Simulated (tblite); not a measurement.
Compound: C₃H₁₀O₂Si₂.
Cartesian coordinates in Å at the GFN2-xTB level; atoms count from 1:
```
atom  x, y, z in Å
O1     1.0463   -2.1353   -0.0398
Si2    1.5973   -0.6671    0.3743
O3     2.7370   -0.3075   -0.7452
C4     0.1207    0.5190    0.3477
C5    -0.5133    0.7648   -1.0462
Si6   -2.2643    0.6018   -0.3065
C7    -1.1315    0.0232    1.1128
H8     1.6320   -2.7342   -0.4949
H9     2.2240   -0.7130    1.6976
H10    3.1111    0.5662   -0.7819
H11    0.4202    1.4834    0.7680
H12   -0.2631   -0.0256   -1.7515
H13   -0.2217    1.7100   -1.5010
H14   -3.1834   -0.3644   -0.9085
H15   -2.9515    1.8780   -0.0768
H16   -1.2490    0.4692    2.0984
H17   -1.1178   -1.0565    1.2436
```

Calculated harmonic vibrations of the isolated species, GFN2-xTB (tblite), most abundant isotopes, no scaling. Errors from tens to a few hundred cm⁻¹ against measured bands are possible. Modes of hydrogen on silicon can be 10 to 20 % off. One conformer, not necessarily the lowest.

Harmonic wavenumbers (cm⁻¹): 33.0, 52.8, 122.6, 152.2, 208.6, 244.9, 295.4, 313.5, 371.7, 432.2, 449.5, 479.2, 612.3, 661.3, 696.3, 706.0, 716.7, 730.9, 774.9, 796.0, 811.5, 822.1, 827.5, 882.5, 925.5, 1013.8, 1021.6, 1056.2, 1099.6, 1186.0, 1194.1, 1272.9, 1278.0, 1475.5, 1480.2, 2221.2, 2233.6, 2257.0, 2930.7, 2986.5, 2995.8, 3002.3, 3013.9, 3675.5, 3717.3.

A = 3729, B = 1004, C = 935.4 MHz; mass 134.022 u (most abundant isotopes); point group C1, symmetry number 1.

Zero-point energy?

Half the sum of the wavenumbers: 27115 cm⁻¹ = 324.37 kJ/mol.

Entropy at 273.15 K, 1 bar (ideal gas, RRHO, classical rotation)?

Translation 168.12, rotation 119.86, vibration 113.59: S = 401.6 J/(mol K).

And Cp and H(273.15 K) − H(0)?

Cp = 155.51 J/(mol K), of which vibrations give 122.25 (their classical limit is 45 R = 374.2); H(273.15 K) − H(0) = 25.38 kJ/mol without the zero-point energy, 16.29 from vibrations.

What must be added to the electronic energy to get the Gibbs energy at 273.15 K and 1 bar?

ZPE + [H(273.15 K) − H(0)] − T·S = 324.37 + 25.38 − 109.69 = 240.06 kJ/mol.

Blend soft modes into free rotors: weight 1/[1 + (100 cm⁻¹/ν̃)⁴] for the oscillator and the rest for a rotor with moment μB/(μ + B), μ = h/(8π²ν), B = 10⁻⁴⁴ kg m². What vibrational entropy results?

102.22 J/(mol K) in place of 113.59, which changes −T·S at 273.15 K by +3.11 kJ/mol.

Hindered rotation and anharmonicity are outside this model. Other conformers, if any are populated, would add a mixing term that is left out. The structure is chiral; the term R ln 2 for an equal mix with its mirror image is left out.
